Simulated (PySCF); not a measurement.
Level of theory: TPSSh-D3(BJ)/def2-TZVP // B3LYP-D3(BJ)/def2-TZVP run with PySCF 2.14.0. Isolated molecules, 0 K electronic values unless said otherwise. Delta-SCF ions had no search for a lower state. 

Reference species (SMILES): `[CH3][Al]([CH3])[CH3]` (neutral, multiplicity 1).

| Quantity | Result |
|---|---|
| HOMO–LUMO gap | 6.18 eV |
| HOMO | -6.87 eV |
| LUMO | -0.69 eV |
| vertical ionisation energy (Delta-SCF) | 9.37 eV |

Changed species: `[AlH3]` (3 of 3 CH3 replaced by H; the reference has 0 of 3 CH3 replaced by H).

What does the change do to the HOMO–LUMO gap, HOMO, LUMO and vertical ionisation energy (Delta-SCF)?

the HOMO–LUMO gap drops by 0.14 eV, to 6.04 eV; the HOMO drops by 1.18 eV, to -8.05 eV; the LUMO drops by 1.32 eV, to -2.01 eV; the vertical ionisation energy (Delta-SCF) increases by 1.75 eV, to 11.12 eV.
